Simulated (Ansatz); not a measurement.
A nudged elastic band was laid between two geometries of CH6AlFOSi (11 atoms, charge 0, multiplicity 1).

These are results of RKS BLYP-D4/def2-SVP in Ansatz 0.2.0, not measurements.

```yaml
movable_images: 9
climbing_image: yes
spring: 5.0 eV/Å²
optimiser: quadratic models (default)
start_path: IDPP
force_threshold: 0.03 eV/Å
iteration_limit: 60
end_points: relaxed
```

Image 0:

```xyz
11
Properties=species:S:1:pos:R:3
F -1.353 0.685 1.028
C -0.495 -0.047 1.891
Al 0.924 -0.886 0.764
O 0.854 -0.457 -0.897
Si 0.004 0.457 -2.019
H -0.088 0.652 2.661
H -1.109 -0.788 2.456
H 2.062 -1.871 1.267
H -1.412 -0.025 -2.138
H 0.006 1.909 -1.638
H 0.673 0.313 -3.355
```

Image 10:

```xyz
11
Properties=species:S:1:pos:R:3
F -1.702 -0.512 0.462
C -0.811 -1.125 1.383
Al 1.035 -0.501 0.947
O 1.133 0.503 -0.443
Si 0.226 1.212 -1.664
H -1.135 -0.863 2.418
H -0.929 -2.232 1.305
H 2.358 -0.849 1.750
H -0.765 2.185 -1.095
H 1.155 1.954 -2.579
H -0.501 0.170 -2.464
```

Question: What changes between the two ends?

Answer: No bond is made or broken. The dihedral Al3–O4–Si5–H9 goes from -63 to 63°. The two ends are copies of one structure, up to a mirror image or an exchange of like atoms.

Question: What energy profile does the band end with?

Answer: It converged. The highest image is number 5 of 0 to 10, 0.5 kcal/mol above the ends, which have the same energy within 2 meV. A vibrational analysis at the climbing image gives no mode beyond 40i cm⁻¹: the surface is too flat there to confirm a saddle point.

| image | path coordinate (Å) | energy (kcal/mol) | dihedral Al3–O4–Si5–H9 (°) |
| --- | --- | --- | --- |
| 0 | 0.00 | 0.0 | -63 |
| 1 | 0.53 | 0.0 | -52 |
| 2 | 1.05 | 0.2 | -39 |
| 3 | 1.58 | 0.4 | -25 |
| 4 | 2.10 | 0.5 | -12 |
| 5 | 2.63 | 0.5 | 0 |
| 6 | 3.15 | 0.5 | 12 |
| 7 | 3.68 | 0.4 | 25 |
| 8 | 4.20 | 0.2 | 39 |
| 9 | 4.72 | 0.0 | 52 |
| 10 | 5.25 | 0.0 | 63 |

Question: What is the geometry of the highest image?

Answer: 
```xyz
11
Properties=species:S:1:pos:R:3
F -1.850 -0.322 0.986
C -0.800 -0.881 1.751
Al 0.947 -0.588 0.833
O 0.946 0.249 -0.664
Si 0.235 1.054 -1.946
H -0.818 -0.427 2.772
H -1.012 -1.966 1.912
H 2.338 -1.086 1.412
H -1.253 1.144 -1.772
H 0.800 2.442 -2.040
H 0.534 0.323 -3.224
```

Time of the run: 120 s on 2 threads of Intel(R) Xeon(R) Platinum 8488C (Sapphire Rapids), with other jobs on the host, peak memory 0.17 GiB.
